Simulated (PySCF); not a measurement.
# Field gradients at the hydrogen positions

C6H11O2PS.
Structure used (GFN2-xTB), in Å, numbered top down from 1:
```xyz
21
C6H11O2PS angstrom
O     -2.9798    0.0513    1.4163
C     -2.1611   -0.0143    0.5374
C     -1.7075    1.2040   -0.2433
C     -0.2275    1.5048    0.0058
P      0.7405    0.0528   -0.5956
S      0.6877   -0.2665   -2.5082
C      2.4818    0.2486    0.0512
O      3.2165   -0.8705   -0.3378
C     -0.0007   -1.2829    0.4346
C     -1.5001   -1.3164    0.1332
H     -1.8521    1.0107   -1.3108
H     -2.3215    2.0585    0.0489
H     -0.0333    1.6760    1.0668
H      0.0776    2.3907   -0.5579
H      2.4938    0.2849    1.1430
H      2.9045    1.1847   -0.3477
H      3.1364   -0.9738   -1.2995
H      0.1852   -1.0894    1.4932
H      0.4681   -2.2326    0.1619
H     -1.6400   -1.4658   -0.9422
H     -1.9775   -2.1379    0.6711
```

Level: PBE0/pcSseg-1 (PySCF, non-relativistic); Q(2H) = 0.00286 b; rigid geometry, the same for H and D, with no vibrational averaging.

Task: Rank these positions by the coupling χzz of a deuteron there, largest first.
A. H11 (methylene hydrogen)
B. H14 (methylene hydrogen)
C. H17 (hydroxyl hydrogen)
D. H16 (methylene hydrogen)

Result: C (288 kHz), B (202 kHz), A (195 kHz), D (188 kHz).

Task: Tabulate Vzz, the asymmetry η and χzz = 234.96 MHz × Q × Vzz for every hydrogen position.

Result: 
| atom | bonded to | bond length (Å) | Vzz (au) | η | χzz (kHz) |
| --- | --- | --- | --- | --- | --- |
| H11 | C3 | 1.095 | 0.2899 | 0.02 | 195 |
| H12 | C3 | 1.092 | 0.2998 | 0.02 | 201 |
| H13 | C4 | 1.092 | 0.3030 | 0.01 | 204 |
| H14 | C4 | 1.093 | 0.3006 | 0.02 | 202 |
| H15 | C7 | 1.092 | 0.2970 | 0.05 | 200 |
| H16 | C7 | 1.102 | 0.2798 | 0.07 | 188 |
| H17 | O8 | 0.970 | 0.4282 | 0.16 | 288 |
| H18 | C9 | 1.092 | 0.3031 | 0.01 | 204 |
| H19 | C9 | 1.094 | 0.2992 | 0.01 | 201 |
| H20 | C10 | 1.095 | 0.2893 | 0.02 | 194 |
| H21 | C10 | 1.092 | 0.3003 | 0.02 | 202 |

Task: Average by the element that carries the hydrogen.

Result: on C: 199 kHz over 10 positions, mean bond length 1.094 Å; on O: 288 kHz over 1 position, mean bond length 0.970 Å.

Task: How does χzz go with the bond length over the 10 C–H bonds?

Result: A straight-line fit has a slope of -15.3 kHz for each 0.01 Å, with a correlation coefficient of -0.91, over lengths from 1.092 to 1.102 Å. The longer bonds have the smaller couplings here.

One conformer (not necessarily the lowest) at the GFN2-xTB geometry, without solvent, vibrations or thermal averaging. GFN2-xTB bond lengths can be off by several hundredths of an ångström, more for odd bonds, and the gradients follow them. The basis is small and wasn't made for field gradients, so the couplings can be 20 % off.
